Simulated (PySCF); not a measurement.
PySCF input (CCSD(T)/cc-pVDZ):

```python
from pyscf import gto, scf, mp, cc as ccmod

mol = gto.M(
    atom='''
    B     0.95831041   -0.14168356    0.02118926
    O     1.42895727   -0.36712114   -1.10614543
    Cl   -0.95430648    0.21443452    0.51430689
    ''',
    basis='cc-pvdz',
    charge=-1,
    spin=1,
    verbose=4,
)

mf = scf.UHF(mol)
mf.conv_tol = 1e-10
mf.max_cycle = 100
mf.kernel()
mo, _, stable, _ = mf.stability(return_status=True)
if not stable:
    mf.kernel(mf.make_rdm1(mo, mf.mo_occ))
mp2 = mp.MP2(mf, frozen=7).run()
cc = ccmod.CCSD(mf, frozen=7)
cc.max_cycle = 100
cc.kernel()
et = cc.ccsd_t()
print(f'E(CCSD(T)) = {cc.e_tot + et:.9f}')
```

Output:

```
PySCF version 2.14.0

[INPUT] verbose = 4
[INPUT] num. atoms = 3
[INPUT] num. electrons = 31
[INPUT] charge = -1
[INPUT] spin (= nelec alpha-beta = 2S) = 1
[INPUT] symmetry False subgroup None
[INPUT] Mole.unit = angstrom
[INPUT] Symbol           X                Y                Z      unit          X                Y                Z       unit  Magmom
[INPUT]  1 B      0.958310410000  -0.141683560000   0.021189260000 AA    1.810944217220  -0.267743124753   0.040041898182 Bohr   0.0
[INPUT]  2 O      1.428957270000  -0.367121140000  -1.106145430000 AA    2.700337884006  -0.693758409138  -2.090311916639 Bohr   0.0
[INPUT]  3 Cl    -0.954306480000   0.214434520000   0.514306890000 AA   -1.803377886098   0.405222514453   0.971899166077 Bohr   0.0

nuclear repulsion = 63.9289882785768
number of shells = 15
number of NR pGTOs = 93
number of NR cGTOs = 46
basis = cc-pvdz
ecp = {}

******** <class 'pyscf.scf.uhf.UHF'> ********
method = UHF
initial guess = minao
damping factor = 0
level_shift factor = 0
DIIS = <class 'pyscf.scf.diis.CDIIS'>
diis_start_cycle = 1
diis_space = 8
diis_damp = 0
SCF conv_tol = 1e-10
SCF conv_tol_grad = None
SCF max_cycles = 100
direct_scf = True
direct_scf_tol = 1e-13
number electrons alpha = 16  beta = 15
Set gradient conv threshold to 1e-05
init E= -559.057209647001
  alpha nocc = 16  HOMO = -0.116056492145993  LUMO = 0.0966530730518458
  beta  nocc = 15  HOMO = -0.440452351906061  LUMO = -0.116056492145993

WARN: HOMO -0.116056492145993 >= LUMO -0.116056492145993

cycle= 1 E= -558.9870394931  delta_E= 0.0702  |g|= 0.509  |ddm|=  1.4
  alpha nocc = 16  HOMO = -0.0402532113678413  LUMO = 0.411202797812939
  beta  nocc = 15  HOMO = -0.0996573157585212  LUMO = 0.289354581773258
  HOMO = -0.0402532113678  LUMO = 0.289354581773  gap/eV = 8.96908
cycle= 2 E= -559.041632962597  delta_E= -0.0546  |g|= 0.432  |ddm|= 0.64
  alpha nocc = 16  HOMO = -0.0748084022119073  LUMO = 0.402038600306134
  beta  nocc = 15  HOMO = -0.20303358590424  LUMO = 0.305714230740131
  HOMO = -0.0748084022119  LUMO = 0.30571423074  gap/eV = 10.35455
cycle= 3 E= -559.114147856617  delta_E= -0.0725  |g|= 0.0433  |ddm|= 0.269
  alpha nocc = 16  HOMO = -0.0882794301514718  LUMO = 0.404652977341525
  beta  nocc = 15  HOMO = -0.211624819513704  LUMO = 0.313837971439035
  HOMO = -0.0882794301515  LUMO = 0.313837971439  gap/eV = 10.94217
cycle= 4 E= -559.116937358912  delta_E= -0.00279  |g|= 0.0183  |ddm|= 0.093
  alpha nocc = 16  HOMO = -0.0905267630343145  LUMO = 0.404673198892201
  beta  nocc = 15  HOMO = -0.208804258273048  LUMO = 0.318016873989015
  HOMO = -0.0905267630343  LUMO = 0.318016873989  gap/eV = 11.11704
cycle= 5 E= -559.117552367693  delta_E= -0.000615  |g|= 0.00843  |ddm|= 0.0473
  alpha nocc = 16  HOMO = -0.0910233910604274  LUMO = 0.405149629222076
  beta  nocc = 15  HOMO = -0.208507162911412  LUMO = 0.319301591359575
  HOMO = -0.0910233910604  LUMO = 0.31930159136  gap/eV = 11.16551
cycle= 6 E= -559.117745819995  delta_E= -0.000193  |g|= 0.00437  |ddm|= 0.0282
  alpha nocc = 16  HOMO = -0.0919883286947289  LUMO = 0.405069613295995
  beta  nocc = 15  HOMO = -0.209145049888672  LUMO = 0.319377381413909
  HOMO = -0.0919883286947  LUMO = 0.319377381414  gap/eV = 11.19383
cycle= 7 E= -559.117807640169  delta_E= -6.18e-05  |g|= 0.00257  |ddm|= 0.0147
  alpha nocc = 16  HOMO = -0.0917308664202361  LUMO = 0.405319994634269
  beta  nocc = 15  HOMO = -0.209349094351229  LUMO = 0.319864129489775
  HOMO = -0.0917308664202  LUMO = 0.31986412949  gap/eV = 11.20007
cycle= 8 E= -559.117832547095  delta_E= -2.49e-05  |g|= 0.00163  |ddm|= 0.0082
  alpha nocc = 16  HOMO = -0.0918046559578869  LUMO = 0.405070227309295
  beta  nocc = 15  HOMO = -0.209836598631757  LUMO = 0.319803547005847
  HOMO = -0.0918046559579  LUMO = 0.319803547006  gap/eV = 11.20043
cycle= 9 E= -559.117845322027  delta_E= -1.28e-05  |g|= 0.000895  |ddm|= 0.00677
  alpha nocc = 16  HOMO = -0.0917780377223343  LUMO = 0.405011201432561
  beta  nocc = 15  HOMO = -0.210131460932128  LUMO = 0.319931450878711
  HOMO = -0.0917780377223  LUMO = 0.319931450879  gap/eV = 11.20319
cycle= 10 E= -559.117849600299  delta_E= -4.28e-06  |g|= 0.000327  |ddm|= 0.0053
  alpha nocc = 16  HOMO = -0.0917632020918386  LUMO = 0.404981583399918
  beta  nocc = 15  HOMO = -0.210210113130469  LUMO = 0.319974857761586
  HOMO = -0.0917632020918  LUMO = 0.319974857762  gap/eV = 11.20396
cycle= 11 E= -559.117849936581  delta_E= -3.36e-07  |g|= 0.000135  |ddm|= 0.00151
  alpha nocc = 16  HOMO = -0.0917621862529368  LUMO = 0.404978674479744
  beta  nocc = 15  HOMO = -0.210190503680233  LUMO = 0.319973965051456
  HOMO = -0.0917621862529  LUMO = 0.319973965051  gap/eV = 11.20391
cycle= 12 E= -559.117849966157  delta_E= -2.96e-08  |g|= 6.34e-05  |ddm|= 0.000351
  alpha nocc = 16  HOMO = -0.0917688675566879  LUMO = 0.404971405751151
  beta  nocc = 15  HOMO = -0.210195909295939  LUMO = 0.319969324896745
  HOMO = -0.0917688675567  LUMO = 0.319969324897  gap/eV = 11.20397
cycle= 13 E= -559.117849972978  delta_E= -6.82e-09  |g|= 1.66e-05  |ddm|= 0.000179
  alpha nocc = 16  HOMO = -0.0917683766000144  LUMO = 0.404972513534832
  beta  nocc = 15  HOMO = -0.210194631554694  LUMO = 0.319971141556557
  HOMO = -0.0917683766  LUMO = 0.319971141557  gap/eV = 11.20400
cycle= 14 E= -559.117849973567  delta_E= -5.89e-10  |g|= 6.78e-06  |ddm|= 4.69e-05
  alpha nocc = 16  HOMO = -0.0917685303519642  LUMO = 0.404972088004642
  beta  nocc = 15  HOMO = -0.21019345658998  LUMO = 0.319970700554219
  HOMO = -0.091768530352  LUMO = 0.319970700554  gap/eV = 11.20400
cycle= 15 E= -559.117849973673  delta_E= -1.06e-10  |g|= 3.17e-06  |ddm|= 2.01e-05
  alpha nocc = 16  HOMO = -0.0917685487454198  LUMO = 0.404972200981469
  beta  nocc = 15  HOMO = -0.21019343770149  LUMO = 0.31997087279966
  HOMO = -0.0917685487454  LUMO = 0.3199708728  gap/eV = 11.20400
cycle= 16 E= -559.117849973698  delta_E= -2.41e-11  |g|= 9.92e-07  |ddm|= 1.1e-05
  alpha nocc = 16  HOMO = -0.0917685835622466  LUMO = 0.404972118669178
  beta  nocc = 15  HOMO = -0.210193376065727  LUMO = 0.319970802476412
  HOMO = -0.0917685835622  LUMO = 0.319970802476  gap/eV = 11.20400
Extra cycle  E= -559.117849973699  delta_E= -1.36e-12  |g|= 5.88e-07  |ddm|= 1.43e-06
converged SCF energy = -559.117849973699  <S^2> = 0.76505442  2S+1 = 2.0149982
uhf_internal: lowest eigs of H = [0.23004671 0.27964007 0.40726864]
<class 'pyscf.scf.uhf.UHF'> wavefunction is stable in the internal stability analysis

******** <class 'pyscf.mp.ump2.UMP2'> ********
nocc = (np.int64(9), np.int64(8)), nmo = (39, 39)
frozen orbitals 7
E(UMP2) = -559.509195697292  E_corr = -0.391345723593384
E(SCS-UMP2) = -559.492654872889  E_corr = -0.374804899189699
E_corr(same-spin) = -0.109396118218109
E_corr(oppo-spin) = -0.281949605375274

******** <class 'pyscf.cc.uccsd.UCCSD'> ********
CC2 = 0
CCSD nocc = (np.int64(9), np.int64(8)), nmo = (39, 39)
frozen orbitals 7
max_cycle = 100
direct = 0
conv_tol = 1e-07
conv_tol_normt = 1e-06
diis_space = 6
diis_start_cycle = 0
diis_start_energy_diff = 1e+09
Init t2, MP2 energy = -0.391345725821404
Init E_corr(UCCSD) = -0.391345725821747
cycle = 1  E_corr(UCCSD) = -0.392898848497371  dE = -0.00155312268  norm(t1,t2) = 0.0991179
cycle = 2  E_corr(UCCSD) = -0.404634994629934  dE = -0.0117361461  norm(t1,t2) = 0.0324002
cycle = 3  E_corr(UCCSD) = -0.4045675054632  dE = 6.74891667e-05  norm(t1,t2) = 0.0224339
cycle = 4  E_corr(UCCSD) = -0.407053765255114  dE = -0.00248625979  norm(t1,t2) = 0.0111201
cycle = 5  E_corr(UCCSD) = -0.407079507986674  dE = -2.57427316e-05  norm(t1,t2) = 0.00351904
cycle = 6  E_corr(UCCSD) = -0.406947831897106  dE = 0.00013167609  norm(t1,t2) = 0.00164813
cycle = 7  E_corr(UCCSD) = -0.406978188193503  dE = -3.03562964e-05  norm(t1,t2) = 0.000624082
cycle = 8  E_corr(UCCSD) = -0.407002993292689  dE = -2.48050992e-05  norm(t1,t2) = 0.000216379
cycle = 9  E_corr(UCCSD) = -0.406998955798532  dE = 4.03749416e-06  norm(t1,t2) = 9.90807e-05
cycle = 10  E_corr(UCCSD) = -0.406999455452068  dE = -4.99653536e-07  norm(t1,t2) = 5.75956e-05
cycle = 11  E_corr(UCCSD) = -0.406998439758635  dE = 1.01569343e-06  norm(t1,t2) = 1.96645e-05
cycle = 12  E_corr(UCCSD) = -0.40699804331726  dE = 3.96441375e-07  norm(t1,t2) = 8.677e-06
cycle = 13  E_corr(UCCSD) = -0.406997874690765  dE = 1.68626495e-07  norm(t1,t2) = 3.77484e-06
cycle = 14  E_corr(UCCSD) = -0.406997825995393  dE = 4.86953726e-08  norm(t1,t2) = 2.00383e-06
cycle = 15  E_corr(UCCSD) = -0.406997771359912  dE = 5.46354804e-08  norm(t1,t2) = 1.06907e-06
cycle = 16  E_corr(UCCSD) = -0.406997766952779  dE = 4.40713321e-09  norm(t1,t2) = 4.18081e-07
UCCSD converged
E(UCCSD) = -559.5248477406517  E_corr = -0.4069977669527792
UCCSD(T) correction = -0.0118663616539835
E(CCSD(T)) = -559.536714102
```
